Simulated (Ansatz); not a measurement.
Total energies of pentafluorobenzenesulfonate, `O=S(=O)([O-])c1c(F)c(F)c(F)c(F)c1F` from Ansatz at PBE-D4/def2-SVP, gas phase (1 Eh = 27.2114 eV = 2625.5 kJ/mol). The reference geometry is relaxed at PBE-D4/def2-SVP.

```
            state                    geometry  energy (Eh)
charge -1 singlet                   reference  -1349.74192
 charge 0 doublet                   reference  -1349.58640
 charge 0 doublet  relaxed at PBE-D4/def2-SVP  -1349.59237
```

**Question.** Work out the vertical ionisation energy to the doublet.

**Answer.** E(charge 0 doublet) − E(charge -1 singlet) = -1349.58640 − (-1349.74192) = 0.15552 Eh = 4.23 eV. For comparison, −ε of the highest occupied level is 0.92 eV at this level, 3.31 eV less.

**Question.** How much does the charge 0 doublet relax, and what is the adiabatic ionisation energy?

**Answer.** Relaxation: -1349.58640 − (-1349.59237) = 0.00597 Eh = 0.16 eV. Adiabatic ionisation energy: 0.14955 Eh = 4.07 eV, without zero-point energy. 

At PBE-D4/def2-SVP the gap within one spin of the charge 0 doublet nearly closes, so an electron or hole may be smeared out by delocalisation error. At PBE-D4/def2-SVP the gap within one spin of the relaxed charge 0 doublet nearly closes, so an electron or hole may be smeared out by delocalisation error.
